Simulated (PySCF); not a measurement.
## Correlation energy of Ni²⁺ (nickel, charge +2)

[Ar] 3d7 4p1, one real determinant (an excited configuration). Calculation: PySCF 2.14, in x2c-QZVPPall with one added diffuse shell each of s, p, d, f, g type (12s8p7d5f3g, 133 functions); scalar relativity by spin-free X2C-1e. Frozen: [Ar]; 8 electrons correlated.

MP2 pair energies summed by pair of shells (mhartree):

```json
{"pair": "3d-3d", "energy": "-188.41", "share (%)": "92.0"}
{"pair": "3d-4p", "energy": "-16.37", "share (%)": "8.0"}
```

Total MP2 correlation energy: -204.78 mhartree.

Same-spin part -91.32 and opposite-spin part -113.46 mhartree; SCS-MP2 scales them by 1/3 and 6/5 to -166.60 mhartree.

The reference is one real determinant that mixes LS terms of this configuration.
